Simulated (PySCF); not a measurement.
PySCF job for C2H5I, SMILES CCI, C-PCM-B3LYP/def2-SVP. The structure is a stationary point at PBE0-D3(BJ)/def2-SVP. The def2 effective core potentials stand for the cores of I; spin–orbit coupling is left out.

```python
import numpy as np
from pyscf import gto, scf, dft
from pyscf.solvent import pcm

mol = gto.M(
    atom='''
    C    -0.42439895    2.41446362    0.00000000
    C     0.69074301    1.39889966   -0.00000000
    I    -0.04022209   -0.63917324    0.00000000
    H    -1.06237650    2.31758269    0.89029008
    H     0.00797229    3.42939477   -0.00000000
    H    -1.06237650    2.31758269   -0.89029008
    H     1.32524349    1.46572081    0.89284729
    H     1.32524349    1.46572081   -0.89284728
    ''',
    basis='def2-SVP',
    ecp={'I': 'def2-svp'},
    charge=0,
    spin=0,
    max_memory=1600,
    verbose=3,
)
mf = dft.RKS(mol, xc='b3lyp').density_fit(auxbasis='def2-universal-jkfit')
mf.grids.level = 3
mf.conv_tol = 1e-9
mf.max_cycle = 100
mf.kernel()
res = {}
for name, eps in {'water': 78.355, 'N,N-dimethylformamide': 37.219, 'ethylethanoate': 5.9867}.items():
    s = mf.PCM()
    s.with_solvent.method, s.with_solvent.eps, s.with_solvent.lebedev_order = 'C-PCM', eps, 29
    s.kernel(mf.make_rdm1())
    res[name] = (s.e_tot, eps, s.dip_moment(), s.mo_energy, s.converged)
    print(f'{name}: electrostatic solvation free energy {(s.e_tot - mf.e_tot) * 627.509474:.3f} kcal/mol')
```

Program output:

```
converged SCF energy = -376.961385706878

WARN: PCM is an experimental feature. It is still in testing.
Features and APIs may be changed in the future.

converged SCF energy = -376.96518010037
Dipole moment(X, Y, Z, Debye):  0.71145,  2.44657,  0.00000
water: electrostatic solvation free energy -2.381 kcal/mol

WARN: PCM is an experimental feature. It is still in testing.
Features and APIs may be changed in the future.

converged SCF energy = -376.965117025902
Dipole moment(X, Y, Z, Debye):  0.70679,  2.43478,  0.00000
N,N-dimethylformamide: electrostatic solvation free energy -2.341 kcal/mol

WARN: PCM is an experimental feature. It is still in testing.
Features and APIs may be changed in the future.

converged SCF energy = -376.964507671614
Dipole moment(X, Y, Z, Debye):  0.66316,  2.32352,  0.00000
ethylethanoate: electrostatic solvation free energy -1.959 kcal/mol
```

The run converged.
